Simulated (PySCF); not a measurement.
Several structures and their simulated spectra, in scrambled order.

A. SMILES C/C(F)=P\c1ccncc1
B. `CO[SiH2]/C=C/C=C(\C)F`
C. SMILES C=C(C)[C@@]1(F)[SiH2][C@@H]1OC
D. SMILES [SiH3]N([Si@H](O)C1CCC1)[SiH3]

Spectrum 1. 1H NMR (400 MHz, computed): δ 5.23 (d, 1H), 4.78 (s, 6H), 2.44 (m, 1H), 2.37 (m, 1H), 2.06 (m, 1H), 1.96 (m, 1H), 1.88 (m, 1H), 1.71 (m, 1H), 1.70 (m, 1H), 1.38 (br s, 1H). 13C{1H} NMR (computed): δ 22.6 (CH), 22.6 (CH2), 22.2 (CH2), 21.4 (CH2).

Spectrum 2. 1H NMR (400 MHz, computed): δ 8.99 (m, 2H), 7.50 (m, 2H), 2.42 (m, 3H). 13C{1H} NMR (computed): δ 242.2 (C), 156.5 (C), 155.6 (CH), 133.8 (CH), 26.7 (CH3).

Spectrum 3. 1H NMR (400 MHz, computed): δ 4.65 (m, 1H), 3.84 (m, 1H), 3.62 (s, 3H), 3.59 (m, 1H), 3.57 (m, 1H), 2.80 (m, 1H), 2.24 (s, 3H). 13C{1H} NMR (computed): δ 161.9 (C), 103.6 (CH2), 90.3 (C), 75.2 (CH), 64.3 (CH3), 22.7 (CH3).

Spectrum 4. 1H NMR (400 MHz, computed): δ 6.99 (m, 1H), 6.12 (m, 1H), 5.43 (m, 1H), 5.15 (d, 2H), 3.91 (s, 3H), 2.20 (m, 3H). 13C{1H} NMR (computed): δ 173.7 (C), 148.5 (CH), 127.7 (CH), 118.9 (CH), 54.2 (CH3), 17.0 (CH3).

[PySCF 2.14: GIAO PBE0/pcSseg-1 shieldings; GFN2-xTB geometry; in vacuum; non-relativistic; one averaged value for each set of equivalent atoms; one computed conformer]

Scale: 1H (σ = 31.72 ppm), 13C (σ = 186.93 ppm) vs TMS (reference shieldings calculated alike). Splittings of carbon signals by F and P are missing where no couplings were computed. Where no couplings were computed, multiplicities follow the n + 1 count of equivalent neighbours, and m marks all less simple cases (inequivalent or close neighbours, rings, F or P nearby). Shifts are as computed. Against solution values, carbons near 30 ppm lie about +3 ppm off and those near 130 ppm about +5 ppm. Of 1211 compounds with measured shifts, 218 miss one by over three times the rms of a fit or turn the order of signals round; such compounds aren't used in these exercises. OH and NH positions are gas-phase values without hydrogen bonding to other molecules.

**Question.** Match each spectrum to its structure.

**Answer.** 1–D, 2–A, 3–C, 4–B.

- Spectrum 1 (D): 4 13C signals; δC 22.6 is an sp3 CH2 in a ring; δC 22.2 is an sp3 CH2 in a ring.
- Spectrum 2 (A): 5 13C signals; δC 155.6 is an aromatic CH next to a ring nitrogen; δC 133.8 is an aromatic CH.
- Spectrum 3 (C): 6 13C signals; δC 161.9 is a fully substituted alkene carbon; δC 103.6 is a terminal =CH2 carbon.
- Spectrum 4 (B): 6 13C signals; δC 148.5 is an alkene CH; δC 127.7 is an alkene CH.
